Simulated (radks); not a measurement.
The numbers below are computed, except where a source is named.
Problem. Species: neutral lanthanum. Configuration: [Xe] 5d1 6s2 (the NIST ground configuration). Code: a radial shooting solver on a logarithmic mesh with Libxc functionals. Model: Dirac Kohn-Sham, SOGGA, spin-unpolarised, spherical densities, point nucleus; open shells fill j = l - 1/2 first.

Spin-orbit splittings of the eigenvalues, e(l+1/2) - e(l-1/2), with zeta = 2 splitting/(2l+1) and mean radii in bohr:

| shell | occ. | splitting (eV) | zeta (eV) | <r> j=l-1/2 | <r> j=l+1/2 |
|---|---|---|---|---|---|
| 2p | 6 | 412.8 | 275.2 | 0.08993 | 0.09603 |
| 3p | 6 | ? | ? | 0.2748 | 0.2868 |
| 3d | 10 | 17.22 | 6.887 | 0.2578 | 0.2616 |
| 4p | 6 | 17.15 | 11.43 | 0.6748 | 0.7018 |
| 4d | 10 | 2.977 | 1.191 | 0.7623 | 0.7720 |
| 5p | 6 | 2.520 | 1.680 | 1.750 | 1.830 |
| 5d | 1 | 0.1876 | 0.07504 | 2.970 | 3.038 |

Estimate the 3p splitting.

Solution. 80.45 eV (zeta = 53.63 eV).
